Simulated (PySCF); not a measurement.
Spinor energies of Si⁺ (silicon, charge +1)

Start: [Ne] 3s2 3p1; 3p1/2 filled at m_j = +1/2. Calculated with PySCF 2.14 in x2c-SVPall-2c with one added diffuse shell each of s, p type (5s5p1d, 25 functions): generalised Hartree-Fock with the X2C-1e Hamiltonian and a Gaussian nucleus; one run each with spin-orbit coupling (SO) switched off, then screened by Boettger's factors.

```csv
spinor shell,electrons,"ε, spin-free (eV)","ε, screened SO (eV)",weight of nominal j (screened SO),"rms radius, screened SO (bohr)"
1s1/2,2,-1885.7,-1885.6,1.000,0.129
2s1/2,2,-177.73,-177.71,1.000,0.613
2p1/2,2,-125.31,-125.98,0.983,0.597
2p3/2,4,-125.31,-124.96,0.991,0.600
3s1/2,2,-22.871,-22.864,0.996,2.25
3p1/2,1,-16.214,-16.239,0.929,2.69
```

```
   quantity   spin-free  screened SO
E (hartree)  -289.06961   -289.07063
        M_J         1/2          1/2
       ⟨J²⟩       1.038        0.981
       ⟨L²⟩       2.047        2.048
       ⟨S²⟩       0.766        0.766
```

Each row is a mean over spinors that exchange with the open shell spreads, by up to 0.752 eV (2p1/2).

⟨J²⟩ departs a little from M_J(M_J + 1) because the unrestricted spinors polarise the closed shells.

Without spin-orbit coupling the j labels of p, d and f shells carry no meaning; the spin-free column gives the mean over the occupied spinors of each nl shell, and its ⟨J²⟩ belongs to a mixture of degenerate components.
